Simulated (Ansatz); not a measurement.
`NC(F)[SiH2]O` + `CO[SiH](O)O` → `CO[SiH](O)O[SiH2]O` + `NCF`  (ligand exchange at the Si–C bond)

Computed with Ansatz on PBE0-D4/def2-TZVP structures; ΔE is electronic, products minus reactants. CCSD(T)/CBS is the MP2 limit (def2-TZVPP, def2-QZVPP) plus CCSD(T) − MP2 in def2-TZVPP, frozen cores. Functionals use def2-TZVPP. B3LYP here is the variant with VWN-RPA as its local correlation; programs differ in this. Each species was taken in one conformer, which may not be the lowest.

`NC(F)[SiH2]O`:

Z-matrix (Å, degrees):
```
C
F 1 1.431
Si 1 1.895 2 105.4
N 1 1.400 2 112.9 3 -123.2
H 1 1.094 2 105.0 3 117.8
O 3 1.645 1 106.8 2 164.0
H 3 1.486 1 109.9 2 43.2
H 3 1.491 1 107.7 2 -75.5
H 4 1.011 1 114.1 2 -63.6
H 4 1.010 1 113.8 2 64.5
H 6 0.957 3 118.4 1 -171.3
```

`CO[SiH](O)O`:

```xyz
11

C     1.227    0.160    1.240
O     0.782   -0.219   -0.043
Si   -0.670    0.205   -0.666
O    -1.949   -0.432    0.119
O    -0.665   -0.344   -2.204
H     1.096    1.235    1.412
H     0.688   -0.385    2.021
H     2.289   -0.075    1.319
H    -0.850    1.667   -0.552
H    -2.143   -1.359   -0.030
H     0.194   -0.452   -2.615
```

`CO[SiH](O)O[SiH2]O`:

Z-matrix (Å, degrees):
```
C
O 1 1.415
H 1 1.095 2 111.1
H 1 1.093 2 111.0 3 -121.5
H 1 1.091 2 108.2 3 119.0
Si 2 1.638 1 123.7 3 63.7
O 6 1.618 2 106.1 1 172.6
O 6 1.633 2 106.4 1 51.7
H 6 1.478 2 112.0 1 -68.5
Si 7 1.647 6 136.4 2 -7.8
H 8 0.958 6 118.8 2 -169.4
O 10 1.634 7 110.1 6 30.8
H 10 1.485 7 107.5 6 -91.3
H 10 1.478 7 108.8 6 148.7
H 12 0.964 10 114.1 7 -34.3
```

`NCF`:

Z-matrix (Å, degrees):
```
C
F 1 1.406
N 1 1.402 2 113.7
H 1 1.092 2 106.1 3 121.3
H 1 1.092 2 106.1 3 -121.3
H 3 1.010 1 112.8 2 62.5
H 3 1.010 1 112.8 2 -62.5
```

```json
{"level": "PBE-D4", "ΔE (kcal/mol)": "-33.6", "difference from CCSD(T)/CBS": "4.5"}
{"level": "r2SCAN-D4", "ΔE (kcal/mol)": "-37.2", "difference from CCSD(T)/CBS": "0.9"}
{"level": "PBE0-D4", "ΔE (kcal/mol)": "-36.0", "difference from CCSD(T)/CBS": "2.1"}
{"level": "B3LYP-D4", "ΔE (kcal/mol)": "-37.9", "difference from CCSD(T)/CBS": "0.2"}
{"level": "ωB97X-V", "ΔE (kcal/mol)": "-37.2", "difference from CCSD(T)/CBS": "0.9"}
{"level": "ωB97M-V", "ΔE (kcal/mol)": "-37.2", "difference from CCSD(T)/CBS": "0.9"}
{"level": "B2PLYP", "ΔE (kcal/mol)": "-38.1", "difference from CCSD(T)/CBS": "0.0"}
{"level": "PBE", "ΔE (kcal/mol)": "-33.0", "difference from CCSD(T)/CBS": "5.1"}
{"level": "r2SCAN", "ΔE (kcal/mol)": "-36.9", "difference from CCSD(T)/CBS": "1.2"}
{"level": "PBE0", "ΔE (kcal/mol)": "-35.4", "difference from CCSD(T)/CBS": "2.7"}
{"level": "B3LYP", "ΔE (kcal/mol)": "-36.9", "difference from CCSD(T)/CBS": "1.2"}
{"level": "HF/def2-TZVPP", "ΔE (kcal/mol)": "-42.4", "difference from CCSD(T)/CBS": "-4.3"}
{"level": "MP2/def2-TZVPP", "ΔE (kcal/mol)": "-39.1", "difference from CCSD(T)/CBS": "-1.0"}
{"level": "SCS-MP2/def2-TZVPP", "ΔE (kcal/mol)": "-39.5", "difference from CCSD(T)/CBS": "-1.4"}
{"level": "CCSD/def2-TZVPP", "ΔE (kcal/mol)": "-39.0", "difference from CCSD(T)/CBS": "-0.9"}
{"level": "CCSD(T)/def2-TZVPP", "ΔE (kcal/mol)": "-38.5", "difference from CCSD(T)/CBS": "-0.4"}
{"level": "HF/def2-QZVPP", "ΔE (kcal/mol)": "-42.9", "difference from CCSD(T)/CBS": "-4.8"}
{"level": "MP2/def2-QZVPP", "ΔE (kcal/mol)": "-39.0", "difference from CCSD(T)/CBS": "-0.9"}
{"level": "SCS-MP2/def2-QZVPP", "ΔE (kcal/mol)": "-39.4", "difference from CCSD(T)/CBS": "-1.3"}
{"level": "HF/CBS(def2)", "ΔE (kcal/mol)": "-43.0", "difference from CCSD(T)/CBS": "-4.9"}
{"level": "MP2/CBS(def2)", "ΔE (kcal/mol)": "-38.7", "difference from CCSD(T)/CBS": "-0.6"}
{"level": "CCSD/CBS(def2)", "ΔE (kcal/mol)": "-38.7", "difference from CCSD(T)/CBS": "-0.6"}
{"level": "CCSD(T)/CBS", "ΔE (kcal/mol)": "-38.1", "difference from CCSD(T)/CBS": "0"}
```

Largest T1 diagnostic among the species: 0.012.

In def2-TZVPP, CCSD(T) changes the Hartree–Fock value by +3.9 kcal/mol (the triples alone add +0.5 kcal/mol) and MP2 by +3.4 kcal/mol. From PBE to PBE0 (25 % exact exchange), in def2-TZVPP and without D4, ΔE moves by −2.4 kcal/mol.
